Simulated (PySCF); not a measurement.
F2Mn, sextet (typed; the unrestricted solution is spin-contaminated), geometry from GFN2-xTB (such geometries of metal compounds can be far from the true shape), with bond 2-1 at 1.6 times its length. Base run: HF/6-31G* (PySCF).

Input for PySCF:
```python
from pyscf import gto, scf

mol = gto.M(
    atom='''
Mn    0.00978932    0.00026683   -0.00171777
F    -0.39276806    2.05102177   -1.75731972
F     0.21461649   -1.28272985    1.10374058
''',
    basis='6-31g*',
    spin=5,
    verbose=4,
)

mf = scf.UHF(mol)
mf.kernel()
```

Variants of this job, named by their change:

```
change                                                                            ΔE vs base (mEh)  SCF cycles  <S^2>               outcome
--------------------------------------------------------------------------------  ----------------  ----------  -----  --------------------
base                                                                                         0.000          33  9.077             converged
damp = 0.5; diis_start_cycle = 5                                                             0.000          30  9.077             converged
conv_tol = 1e-11                                                                             0.000          37  9.077             converged
init_guess = mod_huckel                                                                      0.000          21  9.077             converged
conv_tol_grad = 1e-3                                                                         0.000          33  9.077             converged
solver = newton; init_guess = 1e                                                             140.4           -  9.501  another SCF solution
diis_space = 12                                                                              0.000          38  9.077             converged
DIIS = EDIIS                                                                                     -          50      -         not converged
diis_space = 2                                                                                   -          50      -         not converged
init_guess = huckel                                                                          0.000          21  9.077             converged
conv_tol = 1e-4                                                                              0.298          23  8.879             converged
conv_tol = 1e-6                                                                              0.002          28  9.062             converged
diis = off; damp = 0.3 (with mf.diis_start_cycle = 200; with mf.max_cycle = 150)                 -         150      -         not converged
```

A guess, shift, damping, solver or small numerical setting can't move a converged solution much, so rows marked as another SCF solution ended in a different state.

Open shells are given as the SCF converged; they aren't shown to be the lowest states, and a large step between rows can be another state.
